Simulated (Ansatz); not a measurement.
`[Cl][GaH][Br]`. The species carries charge 0 and has multiplicity 1. Correlated methods include outer-core shells of Br, Ga, which these sets cover unevenly. Scalar relativity is left out up to krypton.

| atom | x (Å) | y (Å) | z (Å) |
| --- | --- | --- | --- |
| Cl1 | 0.927 | 1.718 | -0.640 |
| Ga2 | 0.000 | -0.136 | -0.149 |
| Br3 | -0.833 | -0.288 | 1.959 |
| H4 | -0.094 | -1.294 | -1.171 |

**Question.** Give the diagnostics of a CCSD(T)/def2-TZVPP run (frozen core, Ansatz 0.2.0). (An estimate is asked.)

**Answer.** Ansatz gave: T1 = 0.0102, largest single amplitude 0.027, largest double 0.026, (T) share of the correlation energy 3.8 %, 9 CCSD cycles. The RHF solution is stable towards an unrestricted one. T1 lies under the customary mark of 0.02 for closed shells.
